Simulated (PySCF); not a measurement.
C₂H₉ClOSi₂, SMILES CO[Si@H](Cl)[SiH2]C.

The structure is a stationary point at PBE-D3(BJ)/def2-SVP. The structure was generated by enumeration; whether it is a known compound was not checked. Other conformers were not sampled.

Calculation: PBE-D3(BJ)/def2-SVP (PySCF).

Frequencies are harmonic and unscaled.

Computed normal modes with their intensities:
```tsv
mode	ν (cm⁻¹)	IR (km/mol)	moving atoms (share of kinetic energy)
1	40	0.7	C 43 %, H 34 %, Si 15 %
2	74	0.7	C 39 %, H 24 %, Cl 15 %, Si 15 %
3	76	2.0	C 32 %, Cl 24 %, H 22 %, O 13 %, Si 9 %
4	100	0.5	H 88 %
5	115	3.3	H 37 %, Cl 24 %, Si 23 %, C 12 %
6	160	1.9	H 71 %, Si 10 %, O 9 %, C 9 %
7	183	1.2	H 36 %, Si 30 %, C 22 %
8	230	7.0	O 29 %, C 24 %, H 22 %, Si 20 %
9	278	7.8	O 52 %, Si 21 %, Cl 12 %, H 10 %
10	396	16.0	H 43 %, Si 41 %, Cl 13 %
11	450	0.8	H 56 %, Si 39 %
12	519	63.7	Si 59 %, Cl 32 %
13	587	10.7	H 90 %
14	645	53.8	H 88 %, C 11 %
15	684	63.7	C 42 %, Si 33 %, H 24 %
16	744	77.2	H 43 %, O 30 %, Si 18 %, C 9 %
17	761	131.1	H 67 %, Si 18 %
18	806	160.7	H 73 %, Si 20 %
19	854	58.5	H 73 %, Si 15 %, C 12 %
20	859	45.0	H 77 %, C 17 %
21	896	68.2	H 95 %
22	1105	246.1	O 44 %, C 35 %, H 18 %
23	1132	1.6	H 76 %, C 19 %
24	1161	70.3	H 58 %, C 22 %, O 19 %
25	1214	11.3	H 80 %, C 20 %
26	1384	6.8	H 96 %
27	1388	2.8	H 96 %
28	1417	6.9	H 92 %
29	1419	3.5	H 93 %
30	1424	9.6	H 96 %
31	2126	114.9	H 97 %
32	2148	80.5	H 97 %
33	2161	92.5	H 96 %
34	2926	73.2	H 97 %
35	2981	2.8	H 97 %
36	3004	29.0	H 90 %, C 10 %
37	3052	22.1	H 91 %, C 9 %
38	3084	1.3	H 91 %, C 9 %
39	3087	0.5	H 91 %, C 9 %
```
